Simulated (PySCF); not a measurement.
C₂H₆BNO₂Si, SMILES N[SiH2]C#CB(O)O. Geometry optimised at PBE-D3(BJ)/def2-SVP. This is a generated structure with no PubChem entry under its InChIKey; it may be hypothetical. One conformer was computed; it need not be the lowest.

Question: Give the equilibrium geometry at PBE-D3(BJ)/def2-SVP (PySCF confirms it by a frequency run) as bond lengths and angles. (Estimate from the structure and the level; the computed values follow.)

Answer: This is not unique; one that fits is 
Atoms: Si1 N2 C3 C4 B5 O6 O7 H8 H9 H10 H11 H12 H13. Bond lengths (Å): Si1–N2 1.742, Si1–C3 1.844, Si1–H8 1.502, Si1–H9 1.511, N2–H10 1.024, N2–H11 1.023, C3–C4 1.238, C4–B5 1.549, B5–O6 1.369, B5–O7 1.369, O6–H12 0.972, O7–H13 0.972. Bond angles (°): N2–Si1–C3 108.9, N2–Si1–H8 106.9, N2–Si1–H9 117.1, C3–Si1–H8 110.0, C3–Si1–H9 105.8, H8–Si1–H9 108.1, Si1–N2–H10 118.6, Si1–N2–H11 117.4, H10–N2–H11 110.1, Si1–C3–C4 179.1, C3–C4–B5 179.7, C4–B5–O6 121.6, C4–B5–O7 121.6, O6–B5–O7 116.8, B5–O6–H12 111.2, B5–O7–H13 111.2.
Charge 0, spin multiplicity 1.
